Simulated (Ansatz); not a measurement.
C12H28O3Sn⁻, that is SnH(OtBu)3 with one electron more. The state is a doublet with charge -1. Geometry PBE-D4/def2-SVP, that of the neutral singlet.

Cartesian coordinates in Å:
```
Sn 0.4965 -1.0844 -0.4241
H 1.1812 -2.5731 -0.9821
O 1.1808 -0.6372 1.4207
C 0.4172 -0.8841 2.6212
C -0.1527 -2.3115 2.6094
C 1.4259 -0.7127 3.7648
C -0.7189 0.1448 2.7313
H -0.6776 -2.5460 3.5580
H -0.8940 -2.4277 1.7890
H 0.6611 -3.0532 2.4756
H 2.2530 -1.4424 3.6593
H 0.9405 -0.8657 4.7497
H 1.8597 0.3064 3.7403
H -1.4222 0.0213 1.8832
H -0.3095 1.1746 2.7080
H -1.2876 0.0179 3.6754
O -1.5133 -1.2322 -0.3457
C -2.3896 -0.6092 -1.3099
C -1.9422 -0.9559 -2.7389
C -3.7731 -1.2039 -1.0151
C -2.3914 0.9135 -1.1036
H -2.6472 -0.5508 -3.4934
H -0.9445 -0.5144 -2.9513
H -1.8913 -2.0558 -2.8721
H -3.7513 -2.3047 -1.1385
H -4.5396 -0.7849 -1.6979
H -4.0703 -0.9794 0.0283
H -1.3787 1.3214 -1.2969
H -2.6838 1.1623 -0.0638
H -3.1028 1.4124 -1.7933
O 0.9855 0.4305 -1.6622
C 2.0171 1.3942 -1.3562
C 3.3004 0.6784 -0.9057
C 2.2488 2.1442 -2.6746
C 1.5239 2.3506 -0.2592
H 4.1287 1.3976 -0.7411
H 3.1323 0.1474 0.0563
H 3.6274 -0.0511 -1.6745
H 2.5778 1.4396 -3.4640
H 3.0221 2.9296 -2.5547
H 1.3084 2.6240 -3.0104
H 1.3340 1.7859 0.6759
H 0.5838 2.8466 -0.5739
H 2.2758 3.1372 -0.0432
```

In the def2 sets Sn takes a core potential; there is no spin–orbit coupling. Single mean-field runs in def2-TZVP are fitted with def2-universal-jkfit. At PBE-D4/def2-TZVP, r2SCANh-D4/def2-TZVP, PBE0-D4/def2-TZVP the highest occupied level of the charge -1 doublet lies above zero (up to 2.27 eV). By energy differences it is unbound by 0.15 eV (vertical, against the charge 0 singlet, at PBE-D4/def2-TZVP) and held by the finite basis.

Task: Estimate the α-spin orbital energies around the gap (eV) in Ansatz with PBE-D4/def2-TZVP, r2SCANh-D4/def2-TZVP, PBE0-D4/def2-TZVP.

Result: 
```
orbital  PBE-D4/def2-TZVP  r2SCANh-D4/def2-TZVP  PBE0-D4/def2-TZVP
 HOMO−5             -2.63                 -3.41              -4.05
 HOMO−4             -2.61                 -3.40              -4.04
 HOMO−3             -1.94                 -2.75              -3.40
 HOMO−2             -1.93                 -2.74              -3.40
 HOMO−1             -1.87                 -2.65              -3.26
   HOMO              2.27                  2.14               1.82
   LUMO              3.20                  3.97               3.94
 LUMO+1              3.25                  3.98               4.04
 LUMO+2              3.26                  3.98               4.05
 LUMO+3              4.07                  4.85               4.91
 LUMO+4              4.08                  4.86               4.91
 LUMO+5              4.18                  5.02               4.95
 β HOMO             -1.73                 -2.42              -3.03
 β LUMO              2.70                  3.54               3.70
```
